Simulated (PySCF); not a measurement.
## Dipole moment and polarisability of `CNC(=O)/C=C\CO`

C5H9NO2.
Structure used (GFN2-xTB), in Å, numbered top down from 1:
```xyz
17
C5H9NO2 angstrom
C      2.8687   -0.2035    0.6289
N      1.8266    0.2306   -0.2665
C      0.5174   -0.0240   -0.0380
O      0.1512   -0.6399    0.9545
C     -0.3777    0.4832   -1.0981
C     -1.7050    0.3579   -1.1521
C     -2.6171   -0.2747   -0.1350
O     -2.3990    0.1215    1.1861
H      3.4437    0.6491    0.9952
H      2.3881   -0.7036    1.4684
H      3.5427   -0.9032    0.1300
H      2.1013    0.7354   -1.0933
H      0.1253    0.9769   -1.9205
H     -2.2090    0.7466   -2.0283
H     -2.5201   -1.3710   -0.2352
H     -3.6522   -0.0074   -0.3653
H     -1.4919   -0.1617    1.4178
```

Level: PBE0/def2-SVPD (PySCF), static field, nuclei fixed, core orbitals frozen in the response. The polarisability tensor in these axes (au):

```
x   112.20   2.42   4.33
y     2.42  58.90  -6.33
z     4.33  -6.33  70.96
```

Problem. What are the eigenvalues, a third of the trace, and Δα (Δα² = ½Σ(αi − αj)² over the three pairs)?

Solution. Principal values 55.91, 73.44 and 112.70 au; mean 80.69 au = 11.96 Å³ = 13.30 × 10⁻⁴⁰ C²·m²/J; Δα = 50.37 au (62 % of the mean).

Problem. What is the dipole moment, and where does it point?

Solution. (3.45, 0.82, -3.71) D, 5.13 D in size, pointing from the negative to the positive side. Measured along this direction, the outermost atoms are O8 at the negative end and H12 at the positive end.

Problem. Estimate the molar refractivity from the static electronic polarisability.

Solution. Lorentz–Lorenz: R = (4π/3)N_A α = 2.5225 cm³/(mol·Å³) × 11.96 Å³ = 30.2 cm³/mol, in the limit of long wavelengths.

Problem. Refractivity n − 1 of an ideal gas of it at 350 K and 1 atm, from the electronic α?

Solution. N = p/kT = 2.0968 × 10¹⁹ cm⁻³, so n − 1 = 2π × N × 11.96 × 10⁻²⁴ cm³ = 1575 × 10⁻⁶ at long wavelengths, for an ideal gas.

Problem. Give the principal axes and the span of the nuclei along them.

Solution. Largest value along (0.99, 0.03, 0.10), where the nuclei span 7.21 Å; middle along (-0.08, -0.41, 0.91), 3.62 Å; least along (-0.07, 0.91, 0.40), 1.93 Å. The response follows the extents in order.

Geometry: GFN2-xTB, one conformer, isolated molecule.
